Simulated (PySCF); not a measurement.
Electron correlation in B⁻ (boron, charge -1)

[He] 2s2 2p2, high-spin 3P determinant. Computed with PySCF 2.14 in aug-cc-pVTZ-DK, with the spin-free X2C one-electron Hamiltonian (Gaussian nucleus). Frozen: 1s2; 4 electrons correlated.

```csv
level,correlation energy (mhartree)
CCSD,-82.29
(T),-3.65
CCSD(T),-85.94
```

Diagnostics: T1 = 0.021, D1 = 0.0375, largest double amplitude 0.104.

Cost of the coupled-cluster step: roughly 1.8 core-seconds, for 4 correlated electrons.

Iterations:

```
CC2 = 0
CCSD nocc = (np.int64(3), np.int64(1)), nmo = (45, 45)
frozen orbitals [[0], [0]]
max_cycle = 100
direct = 0
conv_tol = 1e-08
conv_tol_normt = 1e-06
diis_space = 8
diis_start_cycle = 0
Init t2, MP2 energy = -0.0632683230362464
Init E_corr(UCCSD) = -0.0632683230374926
cycle = 1  E_corr(UCCSD) = -0.0755433681975153  dE = -0.0122750452  norm(t1,t2) = 0.0598681
cycle = 2  E_corr(UCCSD) = -0.0792595404963008  dE = -0.0037161723  norm(t1,t2) = 0.0277793
cycle = 3  E_corr(UCCSD) = -0.0822706134676092  dE = -0.00301107297  norm(t1,t2) = 0.0160839
cycle = 4  E_corr(UCCSD) = -0.0822806894249087  dE = -1.00759573e-05  norm(t1,t2) = 0.00538333
cycle = 5  E_corr(UCCSD) = -0.0823111564040583  dE = -3.04669791e-05  norm(t1,t2) = 0.00140809
cycle = 6  E_corr(UCCSD) = -0.0822909710355702  dE = 2.01853685e-05  norm(t1,t2) = 0.000411948
cycle = 7  E_corr(UCCSD) = -0.0822905657428547  dE = 4.05292715e-07  norm(t1,t2) = 0.000179097
cycle = 8  E_corr(UCCSD) = -0.0822917902798939  dE = -1.22453704e-06  norm(t1,t2) = 5.85898e-05
cycle = 9  E_corr(UCCSD) = -0.0822903034567845  dE = 1.48682311e-06  norm(t1,t2) = 1.92474e-05
cycle = 10  E_corr(UCCSD) = -0.0822905415277333  dE = -2.38070949e-07  norm(t1,t2) = 6.70337e-06
cycle = 11  E_corr(UCCSD) = -0.0822905833178797  dE = -4.17901464e-08  norm(t1,t2) = 2.84036e-06
cycle = 12  E_corr(UCCSD) = -0.0822905653151045  dE = 1.80027752e-08  norm(t1,t2) = 1.23591e-06
cycle = 13  E_corr(UCCSD) = -0.0822905386905574  dE = 2.66245471e-08  norm(t1,t2) = 4.41315e-07
cycle = 14  E_corr(UCCSD) = -0.0822905415401118  dE = -2.84955431e-09  norm(t1,t2) = 9.96853e-08
UCCSD converged
E(UCCSD) = -24.60991735458806  E_corr = -0.08229054154011176
UCCSD(T) correction = -0.00364795812958414
```
